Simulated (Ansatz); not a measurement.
BClH4S2Si. Total charge 0; spin multiplicity 1. The bonds changed during the relaxation, so this is another structure than the one it started from. The structure was optimised at the PBE0-D4/def2-TZVP level. It is one conformer, not always the lowest.

```xyz
9

Si    0.745   -0.940   -0.384
B    -0.357    0.194    0.857
Cl   -1.245   -0.577    2.207
S     0.115    2.012    1.012
S    -1.498    1.536   -0.163
H     1.116   -0.134   -1.587
H     0.019   -2.152   -0.853
H     2.002   -1.377    0.283
H    -0.897    1.437   -1.372
```

Problem. What is the dipole moment at ωB97M-V/def2-TZVPP? (An estimate is asked.)

Solution. Ansatz gave: 2.71 D, with components (-0.58, 1.61, -2.10) D in this frame, pointing from negative to positive charge.

Problem. And with PBE, r2SCAN, B3LYP? (Best estimate.)

Solution. Ansatz gave: PBE 2.65 D, r2SCAN 2.72 D, B3LYP 2.70 D.

Problem. Give the Mulliken charges with ωB97M-V, PBE, B3LYP in def2-TZVPP. (Best estimate.)

Solution. Computed: 
```
atom  ωB97M-V    PBE  B3LYP
 Si1     0.01   0.02   0.09
  B2     0.06   0.17   0.22
 Cl3    -0.14  -0.15  -0.18
  S4    -0.05  -0.09  -0.10
  S5     0.08   0.08   0.07
  H6    -0.05  -0.07  -0.09
  H7    -0.03  -0.05  -0.07
  H8    -0.03  -0.05  -0.07
  H9     0.15   0.14   0.13
```

B3LYP here is the variant with VWN-RPA as its local correlation; programs differ in this.
